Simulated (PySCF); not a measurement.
Excitations are Tamm–Dancoff values on a coarser integration grid. The basis has no diffuse functions, so Rydberg states are missing or too high.

Z-matrix (Å, degrees):
```
Si
C 1 1.7044
H 2 1.0835 1 122.08
H 2 1.0837 3 116.24 1 179.99
H 1 1.4801 2 122.59 3 -0.02
C 1 1.8525 5 114.65 2 -179.99
H 6 1.0943 1 116.92 5 -0.02
S 6 1.6162 7 118.85 1 179.96
```
Charge 0, multiplicity 1.

Task: Give the HOMO–LUMO gap, T1 excitation (TDA) and S1–T1 gap (TDA) at the level ωB97X-D3(BJ)/def2-TZVP // PBE0-D3(BJ)/def2-TZVP (PySCF 2.14.0).

Result: 
* **HOMO–LUMO gap**: 7.54 eV
* **T1 excitation (TDA)**: 1.20 eV
* **S1–T1 gap (TDA)**: 0.54 eV
